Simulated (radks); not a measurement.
Task: The mean radii <r> (bohr) of the occupied orbitals of an atom or ion are listed with their occupations. Calculated with a radial shooting solver on a logarithmic mesh with Libxc functionals: Dirac Kohn-Sham, PBE, spin-unpolarised, spherical densities, point nucleus.

orbital  occ.      <r>
1s1/2       2  0.06356
2s1/2       2   0.2928
2p1/2       2   0.2579
2p3/2       4   0.2607
3s1/2       2   0.8610
3p1/2       2   0.8901
3p3/2       4   0.8968
3d3/2       1   0.9533

Name the element and its charge. Open shells, if any, fill j = l - 1/2 first.

Result: Z = 24, chromium, charge +5: Cr5+ in [Ar] 3d1. The 1s radius gives Z: for a bare nucleus <r> = (2 gamma + 1)/(2Z) with gamma = sqrt(1 - (Z/c)^2), 0.06186 bohr for Z = 24, and screening makes it slightly larger (0.06356 here). The occupations add up to 19, and the charge is Z minus that.
